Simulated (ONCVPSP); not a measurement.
# Before and after: ONCV potential for Bi (Z = 83)

ONCVPSP 4.0.1 input, shortened (lines: element, Z, core and valence counts, functional; n l f; lmax; l rc ep ncon nbas qcut; lloc lpopt rc5 dvloc0; l nproj debl; icmod fcfact rcfact), PBE, scalar-relativistic:

```
  Bi 83.00   10    5        4      upf
    1    0    2.00
    2    0    2.00
    2    1    6.00
    3    0    2.00
    3    1    6.00
    3    2   10.00
    4    0    2.00
    4    1    6.00
    4    2   10.00
    4    3   14.00
    5    0    2.00
    5    1    6.00
    5    2   10.00
    6    0    1.00
    6    1    4.00
    2
    0    1.55    0.00    4    9    9.10
    1    1.45    0.00    4    7   10.20
    2    1.35    0.00    4    8    6.20
    2    5    1.35    0.00
    0    2    2.80
    1    2    2.70
    2    0    2.70
    3    4.75    1.10
```

Change: all radii but the core radius scaled by about 1.07 (s 1.66, p 1.54, d 1.44 bohr).

Cutoffs: the cutoffs (Ha) at which the residual kinetic energy of the hardest occupied pseudo-wave falls to 1 and 0.1 mHa per electron; they do not see the model core or the augmentation charge, which bear on the density cutoff. Errors are all-electron minus pseudo energies relative to the spin-unpolarised reference configuration.

Q: How do hardness, ghosts and transferability respond?

A: The potential gets neither clearly harder nor softer (66 Ha and 122 Ha → 65 Ha and 110 Ha); a bound ghost appears in s, which as a rule spoils a file; of the 4 tests that both files solve, the error grows in 4 and shrinks in 0 by more than 15 % and 0.3 meV (median size 3.7 → 9.6 meV). More of the atom is replaced by a form fitted at one configuration, so other configurations suffer.

```tsv
quantity	base	changed
cutoff, loose	66 Ha	65 Ha
cutoff, tight	122 Ha	110 Ha
loose cutoff by channel	s 28 Ha, p 33 Ha, d 66 Ha	s 26 Ha, p 27 Ha, d 65 Ha
bound ghosts	none	s
GHOST(+) flags under 300 eV	none	none
error for 5s2 5p6 5d10 6s2 6p3, meV [ΔE -10.08 eV]	+0.6	-10.0
error for 5s2 5p6 5d10 6s2 6p2, meV [ΔE -2.17 eV]	-2.8	-9.3
error for 5s2 5p6 5d10 6s2 6p1, meV [ΔE 13.08 eV]	-9.5	-12
error for 5s2 5p6 5d10 6s0 6p5, meV [ΔE 10.42 eV]	-4.5	-5.9
rms error of d²Exc/dni dnj with the model core, mHa	1.06	1.11
```

 A true bound ghost makes a file unfit for plane-wave use even where its test errors are small: the radial tests pick states by their node count and pass the ghost by.
